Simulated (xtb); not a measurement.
xtb input:

```bash
xtb mol.xyz --gfn 2 --sp --chrg -1 --uhf 0
```
mol.xyz:
```
4

Te    -0.01161377    -0.05806005     0.29664959
F      0.40269439     1.65596319    -0.79263972
N     -0.25377935    -1.49297415    -1.00422763
H     -1.24387820    -1.43372680    -1.26242809
```

Task: Which total energy does the run end on?

Result: -11.43805 Eh (GFN2-xTB).

It need not be the lowest isomer of its formula. Whether it binds its extra electron was not tested at this geometry.
